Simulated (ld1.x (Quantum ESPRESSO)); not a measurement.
Reading a pseudo-wave (Al)

Columns: radius, all-electron u(r) and pseudo u(r) of the 3p shell (level -2.69 eV) of aluminium in the configuration [Ne] 3s2 3p1; PBEsol, scalar-relativistic, PAW scheme, ld1.x (Quantum ESPRESSO) 7.5.

```json
{"r (bohr)": "0.113", "all-electron": "0.0866", "pseudo": "-0.0037"}
{"r (bohr)": "0.225", "all-electron": "0.1793", "pseudo": "-0.0146"}
{"r (bohr)": "0.338", "all-electron": "0.2143", "pseudo": "-0.0324"}
{"r (bohr)": "0.450", "all-electron": "0.1996", "pseudo": "-0.0562"}
{"r (bohr)": "0.563", "all-electron": "0.1531", "pseudo": "-0.0855"}
{"r (bohr)": "0.675", "all-electron": "0.0901", "pseudo": "-0.1187"}
{"r (bohr)": "0.788", "all-electron": "0.0193", "pseudo": "-0.1553"}
{"r (bohr)": "0.900", "all-electron": "-0.0523", "pseudo": "-0.1936"}
{"r (bohr)": "1.013", "all-electron": "-0.1223", "pseudo": "-0.2332"}
{"r (bohr)": "1.125", "all-electron": "-0.1873", "pseudo": "-0.2723"}
{"r (bohr)": "1.238", "all-electron": "-0.2475", "pseudo": "-0.3107"}
{"r (bohr)": "1.350", "all-electron": "-0.3014", "pseudo": "-0.3471"}
{"r (bohr)": "1.463", "all-electron": "-0.3500", "pseudo": "-0.3817"}
{"r (bohr)": "1.575", "all-electron": "-0.3926", "pseudo": "-0.4133"}
{"r (bohr)": "1.688", "all-electron": "-0.4300", "pseudo": "-0.4424"}
{"r (bohr)": "1.800", "all-electron": "-0.4617", "pseudo": "-0.4683"}
{"r (bohr)": "1.913", "all-electron": "-0.4884", "pseudo": "-0.4913"}
{"r (bohr)": "2.025", "all-electron": "-0.5101", "pseudo": "-0.5109"}
{"r (bohr)": "2.138", "all-electron": "-0.5274", "pseudo": "-0.5275"}
{"r (bohr)": "2.250", "all-electron": "-0.5404", "pseudo": "-0.5404"}
{"r (bohr)": "2.363", "all-electron": "-0.5497", "pseudo": "-0.5497"}
{"r (bohr)": "2.475", "all-electron": "-0.5555", "pseudo": "-0.5555"}
{"r (bohr)": "2.588", "all-electron": "-0.5584", "pseudo": "-0.5584"}
{"r (bohr)": "2.700", "all-electron": "-0.5585", "pseudo": "-0.5585"}
{"r (bohr)": "2.813", "all-electron": "-0.5563", "pseudo": "-0.5563"}
{"r (bohr)": "2.925", "all-electron": "-0.5519", "pseudo": "-0.5519"}
```

(1) How many radial nodes do the two functions have?

(2) At about which radius was the pseudo-wave matched?

(3) Is the pseudo-wave norm-conserving?

Results:

(1) The all-electron 3p function has n − l − 1 = 1; the pseudo-wave has 0, since the states of the same l below it are removed with the core.

(2) 2.25 bohr, where the columns begin to agree (steps of 0.11 bohr).

(3) No, it belongs to a PAW set: the norm inside the radius is not constrained, and the difference is carried by the augmentation charge.
